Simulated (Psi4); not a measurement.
hydrogen telluride (H$_{2}$Te), singlet, at a GFN2-xTB geometry (all electrons, no relativity). Base run: SVWN/STO-3G run with Psi4.

Geometry (Å):
```xyz
3

Te    -0.0003     0.0437     0.0020
H     -1.1314    -1.1427    -0.0771
H      1.1449    -1.1314    -0.0289
```
All else is at Psi4's defaults, with exact integrals.
Base energy -6545.52931 Eh.

The base run was repeated with changes; each row names its change, and settings that it needs were set with it.

| change | ΔE vs base (mEh) | SCF cycles | grid points | basis functions |
|---|---|---|---|---|
| base | 0.000 | 6 | 63129 | 29 |
| dft_spherical_points = 194 | 0.027 | 6 | 40525 | 29 |
| dft_nuclear_scheme = stratmann | -0.061 | 6 | 60511 | 29 |
| d_convergence = 1e-10 | 0.000 | 8 | 63129 | 29 |
| guess = sapgau | 0.000 | 5 | 63129 | 29 |
| dft_radial_scheme = becke | -0.309 | 6 | 56051 | 29 |
| e_convergence = 1e-10 | 0.000 | 7 | 63129 | 29 |
| damping_percentage = 20 | 0.001 | 19 | 63129 | 29 |
| d_convergence = 1e-4 | 0.000 | 5 | 63129 | 29 |
| scf_initial_accelerator = ediis | 0.000 | 6 | 63129 | 29 |
| dft_radial_points = 50 | -1.271 | 6 | 42470 | 29 |
| dft_radial_scheme = mura | -0.209 | 6 | 64300 | 29 |
| diis_max_vecs = 3 | 0.000 | 6 | 63129 | 29 |
